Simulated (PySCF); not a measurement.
**Fractional electron number in Hf²⁺ (hafnium, charge +2)**

The 5d alpha orbital of [Xe] 4f14 5d2 is emptied in steps (occupation f), with all orbitals relaxed, ending at [Xe] 4f14 5d1. All numbers are calculated (PySCF 2.14, scalar relativity through the core potential, in def2-TZVP with the def2 core potential (60 electrons) (6s4p3d1f, 40 functions)). The exact energy is a straight line in f; departures are measured from the line between the end points of the same method.

```json
{"f": "1", "TPSS (eV)": "0.000"}
{"f": "0.8", "TPSS (eV)": "-0.767"}
{"f": "0.6", "TPSS (eV)": "-1.156"}
{"f": "0.4", "TPSS (eV)": "-1.159"}
{"f": "0.2", "TPSS (eV)": "-0.775"}
{"f": "0", "TPSS (eV)": "0.000"}
```

```csv
method,E(f=0) − E(f=1) (eV),−ε at f=1 (eV),−ε at f=0.4 (eV)
TPSS,22.352,17.581,23.301
```

Orbital energy along the path (eV):

| f | TPSS |
| --- | --- |
| 1 | -17.581 |
| 0.8 | -19.458 |
| 0.6 | -21.368 |
| 0.4 | -23.301 |
| 0.2 | -25.249 |
| 0 | -27.206 |

Reference removal energy between the ground levels: 22.55 ± 0.04 eV (theoretical estimate listed by NIST; NIST Atomic Spectra Database, ionization energies). The calculation has no spin-orbit coupling.
